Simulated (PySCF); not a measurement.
(Z)-2-chloro-3-fluorobut-2-ene (C₄H₆ClF), SMILES C/C(=C(/Cl)C)F. Atoms are numbered in the order given.

```xyz
12

C      0.3799     2.2901     0.0000
C     -0.2166     0.9228     0.0000
F     -1.5669     0.9528     0.0000
C      0.4233    -0.2704     0.0000
C      1.9006    -0.5062     0.0000
Cl    -0.5444    -1.7310     0.0000
H      0.0379     2.8559     0.8925
H      0.0379     2.8559    -0.8925
H      1.4834     2.2693     0.0000
H      2.2016    -1.0941     0.8923
H      2.4709     0.4412     0.0000
H      2.2016    -1.0941    -0.8923
```
Charge 0, spin multiplicity 1.

Geometry: PBE-D3(BJ)/def2-SVP.

Two levels are set side by side: PBE/pcSseg-1 (PySCF) and KT2/pcSseg-1 (PySCF). GIAO shifts against CFCl3 (¹⁹F), HCl (³⁵Cl), TMS (¹H), TMS (¹³C) at the same level; non-relativistic, no solvent, atoms listed together averaged. Without spin–orbit terms, shifts of atoms bonded to Cl or Br come out too high at both levels. Differences are taken from unrounded values.

```csv
quantity,PBE
δ(¹³C) of C1 (ppm),20.5
δ(¹³C) of C2 (ppm),163.6
δ(¹⁹F) of F3 (ppm),-108.5
δ(¹³C) of C4 (ppm),124.1
δ(¹³C) of C5 (ppm),26.6
δ(³⁵Cl) of Cl6 (ppm),231.1
"δ(¹H) of H7, H8, H9 (ppm)",2.54
```

**Question.** These are the PBE values. What does KT2 give? (An estimate is asked for; the answer gives what the named calculation found.)

**Answer.** 
```
quantity                      KT2  PBE minus KT2
-------------------------  ------  -------------
δ(¹³C) of C1 (ppm)           20.1            0.5
δ(¹³C) of C2 (ppm)          156.3            7.3
δ(¹⁹F) of F3 (ppm)         -121.2           12.8
δ(¹³C) of C4 (ppm)          117.2            7.0
δ(¹³C) of C5 (ppm)           26.5            0.1
δ(³⁵Cl) of Cl6 (ppm)        216.1           15.0
δ(¹H) of H7, H8, H9 (ppm)    2.57          -0.02
```

Rough cost on one machine, each run with all the roots and properties that it gave: KT2 against PBE within a factor of 2.
